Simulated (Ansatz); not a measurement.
Calculated with Ansatz (gas phase, PBE0-D4/def2-TZVP geometries, no zero-point term in ΔE). CBS: MP2 limit from def2 TZ/QZ plus the TZ coupled-cluster correction, frozen cores. DFT in def2-TZVPP. B3LYP here is the variant with VWN-RPA as its local correlation; programs differ in this. Elements past krypton have def2 core potentials. For Te outer-core shells are correlated without core-valence functions, which leaves a few kJ/mol of doubt a bond. One conformer a species, not always the lowest.

`C[Te][SiH2]O` + `CC=N` → `N=C[SiH2]O` + dimethyl telluride  (formal exchange of groups at the Si–Te bond)

| level | ΔE (kJ/mol) | difference from CCSD(T)/CBS |
| --- | --- | --- |
| PBE-D4 | 77.4 | 7.6 |
| PBE0-D4 | 80.3 | 10.5 |
| B3LYP-D4 | 72.7 | 2.9 |
| ωB97M-V | 70.7 | 0.9 |
| B2PLYP | 71.1 | 1.3 |
| PBE | 76.9 | 7.1 |
| r2SCAN | 77.0 | 7.2 |
| PBE0 | 79.6 | 9.8 |
| B3LYP | 71.8 | 2.0 |
| HF/def2-TZVPP | 77.2 | 7.4 |
| HF/def2-QZVPP | 76.8 | 7.0 |
| MP2/def2-QZVPP | 72.9 | 3.1 |
| SCS-MP2/def2-QZVPP | 69.2 | -0.6 |
| HF/CBS(def2) | 76.8 | 7.0 |
| MP2/CBS(def2) | 73.8 | 4.0 |
| CCSD/CBS(def2) | 71.0 | 1.2 |
| CCSD(T)/CBS | 69.8 | 0 |

Largest T1 diagnostic among the species: 0.012.

In def2-TZVPP, CCSD(T) changes the Hartree–Fock value by −9.3 kJ/mol (the triples alone add −1.2 kJ/mol) and MP2 by −5.2 kJ/mol.
